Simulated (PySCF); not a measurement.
Part of a log for `CCN(CC)[P+](C)(C)C`: ground state, then the species with a core hole.

Computed, not measured: delta-SCF UKS SCAN, pcX-2 on the ionised atom, pcseg-1 elsewhere, spin-free X2C in PySCF. Atoms in this output count from 0. The cycles run on a coarse integration grid; for E(ground) and E(ion) the exchange–correlation energy is redone on a finer one, so they differ from the last cycle, and only they enter the binding energy.

Atom n of the output is atom n + 1 of `[CH3:1][CH2:2][N:3]([CH2:4][CH3:5])[P+:6]([CH3:7])([CH3:8])[CH3:9]`.

```
ground state, core basis on atom 2 (N), 256 functions
  cycle   1  E = -674.74613788  |g| = 7.49e-02
  cycle   2  E = -674.74607151  |g| = 2.92e-02
  cycle   3  E = -674.74604601  |g| = 3.17e-02
  cycle   4  E = -674.74624103  |g| = 6.29e-03
  cycle   5  E = -674.74625039  |g| = 5.34e-04
  cycle   6  E = -674.74625116  |g| = 1.01e-04
  E(ground) = -674.78896758 Eh
hole in N 1s of atom 2
  cycle   1  E = -658.98640763  |g| = 1.88e+00
  cycle   2  E = -657.64450365  |g| = 2.48e+00
  cycle   3  E = -659.59850409  |g| = 5.14e-01
  cycle   4  E = -659.68642831  |g| = 2.25e-01
  ...
  cycle   8  E = -659.71428980  |g| = 1.40e-03
  cycle   9  E = -659.71428983  |g| = 5.01e-04
  cycle  10  E = -659.71429099  |g| = 1.42e-04
  E(ion) = -659.75619770 Eh   <S^2> = 0.7664   hole on atom = 1.000
```

**Question.** What is the N 1s binding energy of atom 2?

**Answer.** (-659.756198 − (-674.788968)) Eh × 27.2114 eV/Eh = 409.06 eV, for the nitrogen bonded to 2 C and P.

```
ground state, core basis on atom 5 (P), 267 functions
  cycle   1  E = -674.86405953  |g| = 3.39e-01
  cycle   2  E = -674.86409223  |g| = 2.51e-02
  cycle   3  E = -674.86403097  |g| = 2.47e-02
  cycle   4  E = -674.86416759  |g| = 5.79e-03
  cycle   5  E = -674.86417376  |g| = 1.79e-03
  cycle   6  E = -674.86417637  |g| = 2.22e-04
  E(ground) = -674.87650028 Eh
hole in P 1s of atom 5
  cycle   1  E = -594.46210075  |g| = 4.72e+00
  cycle   2  E = -593.08013289  |g| = 2.92e+00
  cycle   3  E = -594.12061783  |g| = 1.57e+00
  cycle   4  E = -595.55764307  |g| = 3.27e-01
  ...
  cycle   8  E = -595.61069715  |g| = 6.95e-03
  cycle   9  E = -595.61071917  |g| = 1.04e-03
  cycle  10  E = -595.61072012  |g| = 4.33e-04
  E(ion) = -595.62386447 Eh   <S^2> = 0.7518   hole on atom = 1.000
```

**Question.** What is the P 1s binding energy of atom 5?

**Answer.** (-595.623864 − (-674.876500)) Eh × 27.2114 eV/Eh = 2156.57 eV, for the phosphorus bonded to 3 C and N.

```
ground state, core basis on atom 6 (C), 256 functions
  cycle   1  E = -674.73199074  |g| = 7.31e-02
  cycle   2  E = -674.73167584  |g| = 5.77e-02
  cycle   3  E = -674.73242512  |g| = 2.05e-02
  cycle   4  E = -674.73252196  |g| = 5.69e-03
  cycle   5  E = -674.73252947  |g| = 1.26e-03
  cycle   6  E = -674.73253191  |g| = 3.44e-04
  E(ground) = -674.77710644 Eh
hole in C 1s of atom 6
  cycle   1  E = -663.30864332  |g| = 1.51e+00
  cycle   2  E = -662.44999769  |g| = 1.89e+00
  cycle   3  E = -663.79390510  |g| = 4.19e-01
  cycle   4  E = -663.83106839  |g| = 3.11e-01
  ...
  cycle   8  E = -663.87795912  |g| = 2.48e-03
  cycle   9  E = -663.87796266  |g| = 9.76e-04
  cycle  10  E = -663.87796453  |g| = 4.59e-04
  E(ion) = -663.92219719 Eh   <S^2> = 0.7672   hole on atom = 1.000
```

**Question.** What is the C 1s binding energy of atom 6?

**Answer.** (-663.922197 − (-674.777106)) Eh × 27.2114 eV/Eh = 295.38 eV, for the sp3 carbon bound to phosphorus.

```
ground state, core basis on atom 0 (C), 256 functions
  cycle   1  E = -674.61618243  |g| = 6.72e-01
  cycle   2  E = -674.55240807  |g| = 8.15e-01
  cycle   3  E = -674.73112325  |g| = 7.73e-02
  cycle   4  E = -674.73209786  |g| = 4.51e-02
  cycle   5  E = -674.73257347  |g| = 1.40e-02
  cycle   6  E = -674.73261560  |g| = 5.12e-03
  cycle   7  E = -674.73261964  |g| = 7.96e-04
  cycle   8  E = -674.73261999  |g| = 1.86e-04
  E(ground) = -674.77686933 Eh
hole in C 1s of atom 0
  cycle   1  E = -663.36223678  |g| = 1.50e+00
  cycle   2  E = -662.74601027  |g| = 1.78e+00
  cycle   3  E = -663.87504030  |g| = 3.42e-01
  cycle   4  E = -663.90320148  |g| = 2.07e-01
  ...
  cycle   8  E = -663.92302108  |g| = 1.66e-03
  cycle   9  E = -663.92302404  |g| = 1.00e-03
  cycle  10  E = -663.92302439  |g| = 4.61e-04
  E(ion) = -663.96593483 Eh   <S^2> = 0.7678   hole on atom = 1.000
```

**Question.** What is the C 1s binding energy of atom 0?

**Answer.** (-663.965935 − (-674.776869)) Eh × 27.2114 eV/Eh = 294.18 eV, for the methyl carbon.

The ground state is recomputed for each atom, because the flexible core basis sits on the ionised atom alone; energies of different blocks can't be mixed. The species carries charge +1, so core ionisation leaves charge +2. The structure is a single PBE0-D3(BJ)/def2-SVP conformer in the gas phase; no vibrational or solvent corrections.

Shape of the structure used: `[CH3:1][CH2:2][N:3]([CH2:4][CH3:5])[P+:6]([CH3:7])([CH3:8])[CH3:9]`: C1–C2–N3–C4 -85°, C2–N3–C4–C5 -85°, C2–N3–P6–C7 26°.
Labels such as C1 count atoms from 1, the log's own numbers from 0.
